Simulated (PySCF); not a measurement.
**Configurations of EuS**

Unrestricted PBE0; Eu x2c-SVPall, S x2c-SVPall; spin-free X2C with a Gaussian nucleus (PySCF 2.14). The search starts from ions with several 4f fillings and holds each by maximum overlap.

The lowest solution has 2Ms+1 = 8, about 7.0 4f electrons, near 2.40 Å.

The lowest solution of each spin and filling, followed along the bond (rough minima from three points):

| 2Ms+1 | 4f population | ⟨S²⟩ at the start | R at minimum (Å) | Te (eV) |
| --- | --- | --- | --- | --- |
| 8 | 6.98 | 15.77 | 2.40 | 0.00 |
| 10 | 7.02 | 24.76 | 2.54 | 1.37 |
| 6 | 6.67 | 10.31 | 2.41 | 1.52 |
| 8 | 6.09 | 15.78 | 2.30 | 2.18 |

Solutions at the starting distance of 2.295 Å, counted from the lowest; the search is not exhaustive:

```json
{"2Ms+1": "8", "4f population": "6.98", "E (eV)": "0.00", "⟨S²⟩": "15.77", "⟨Lz²⟩": "0.0", "μ (D)": "-8.60"}
{"2Ms+1": "8", "4f population": "6.66", "E (eV)": "1.33", "⟨S²⟩": "16.33", "⟨Lz²⟩": "1.1", "μ (D)": "-4.69"}
{"2Ms+1": "6", "4f population": "6.67", "E (eV)": "1.48", "⟨S²⟩": "10.31", "⟨Lz²⟩": "0.0", "μ (D)": "-4.25"}
{"2Ms+1": "6", "4f population": "6.67", "E (eV)": "1.57", "⟨S²⟩": "10.33", "⟨Lz²⟩": "1.1", "μ (D)": "-4.37"}
{"2Ms+1": "10", "4f population": "7.02", "E (eV)": "1.59", "⟨S²⟩": "24.76", "⟨Lz²⟩": "0.0", "μ (D)": "-3.17"}
{"2Ms+1": "10", "4f population": "7.02", "E (eV)": "1.82", "⟨S²⟩": "24.76", "⟨Lz²⟩": "1.0", "μ (D)": "-3.50"}
{"2Ms+1": "8", "4f population": "6.09", "E (eV)": "2.09", "⟨S²⟩": "15.78", "⟨Lz²⟩": "4.0", "μ (D)": "-6.09"}
{"2Ms+1": "6", "4f population": "6.10", "E (eV)": "2.38", "⟨S²⟩": "9.75", "⟨Lz²⟩": "4.0", "μ (D)": "-5.77"}
{"2Ms+1": "6", "4f population": "6.25", "E (eV)": "2.60", "⟨S²⟩": "10.03", "⟨Lz²⟩": "0.9", "μ (D)": "-5.38"}
{"2Ms+1": "10", "4f population": "6.99", "E (eV)": "3.21", "⟨S²⟩": "24.76", "⟨Lz²⟩": "4.0", "μ (D)": "-5.39"}
{"2Ms+1": "6", "4f population": "6.64", "E (eV)": "3.30", "⟨S²⟩": "10.26", "⟨Lz²⟩": "1.0", "μ (D)": "-3.54"}
```

Partly filled real f orbitals mix terms, so no term symbols are given. A population far from a whole number shows f orbitals mixing with d and ligand orbitals, not a clean configuration. A positive dipole means Eu(−)S(+).

Spin–orbit coupling is left out. Counting both spins, an empty level lies below a filled one in some of these solutions, because spin and occupation are held. The state is the lowest single determinant that the PBE0 search found; with open d or f shells the true ground state can be another one.
